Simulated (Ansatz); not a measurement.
`CBO[SiH2][SiH3]` + `BC(=O)O` → `B[SiH2][SiH3]` + `CBOC(=O)O`  (redistribution)

Isolated molecules relaxed with PBE0-D4/def2-TZVP in Ansatz; ΔE leaves out vibrations. CCSD(T)/CBS is the MP2 limit (def2-TZVPP, def2-QZVPP) plus CCSD(T) − MP2 in def2-TZVPP, frozen cores. DFT in def2-TZVPP. Each species was taken in one conformer, which may not be the lowest.

`CBO[SiH2][SiH3]`:

Cartesian coordinates in Å:
```
C -0.374 1.592 1.272
B -1.485 0.536 0.954
O -1.228 -0.699 0.458
Si 0.161 -1.509 0.050
Si 1.093 -0.647 -1.920
H 0.655 1.252 1.133
H -0.484 1.952 2.301
H -0.529 2.476 0.641
H -2.645 0.798 1.134
H 1.151 -1.431 1.161
H -0.221 -2.932 -0.134
H 1.486 0.776 -1.732
H 0.116 -0.728 -3.039
H 2.304 -1.435 -2.280
```

`BC(=O)O`:

Z-matrix (Å, degrees):
```
B
C 1 1.559
H 1 1.191 2 118.9
H 1 1.191 2 118.9 3 173.0
O 2 1.211 1 113.6 3 -86.4
O 2 1.331 1 122.8 3 93.6
H 6 0.971 2 107.5 1 180.0
```

`B[SiH2][SiH3]`:

```xyz
10

B     0.770    1.733   -0.106
Si    0.001    0.139   -1.013
Si   -0.528   -1.284    0.789
H     0.067    2.620    0.278
H     1.934    1.784    0.161
H     0.950   -0.597   -1.894
H    -1.262    0.392   -1.761
H    -1.528   -0.640    1.682
H     0.691   -1.588    1.586
H    -1.095   -2.561    0.278
```

`CBOC(=O)O`:

Z-matrix (Å, degrees):
```
C
B 1 1.550
H 1 1.096 2 109.9
H 1 1.096 2 109.4 3 114.8
H 1 1.091 2 114.1 3 -122.9
O 2 1.381 1 117.8 3 122.6
H 2 1.194 1 123.9 3 -56.1
C 6 1.344 2 122.2 1 173.6
O 8 1.194 6 126.6 2 -22.8
O 8 1.332 6 108.1 2 158.8
H 10 0.965 8 106.4 6 178.1
```

Is it downhill or uphill in electronic energy at CCSD(T)/CBS, and by how much? (Best estimate.)

The calculation gave: Uphill: ΔE = +118.8 kJ/mol.

What do these levels give: PBE0-D4, B2PLYP, SCS-MP2/def2-TZVPP, CCSD/def2-TZVPP, SCS-MP2/def2-QZVPP, MP2/CBS(def2)? (Best estimate.)

Ansatz gave: PBE0-D4 100.1, B2PLYP 120.1, SCS-MP2/def2-TZVPP 122.4, CCSD/def2-TZVPP 112.3, SCS-MP2/def2-QZVPP 126.6, MP2/CBS(def2) 127.6 kJ/mol.

Largest T1 diagnostic among the species: 0.019.

From PBE to PBE0 (25 % exact exchange), in def2-TZVPP and without D4, ΔE moves by −4.0 kJ/mol. The D4 term adds +4.7 kJ/mol with B3LYP and +2.8 kJ/mol with PBE0; it sums over pairs of atoms, weighted by their polarisabilities, and B3LYP, whose exchange is more repulsive, gets the larger term.

B3LYP here is the variant with VWN-RPA as its local correlation; programs differ in this.
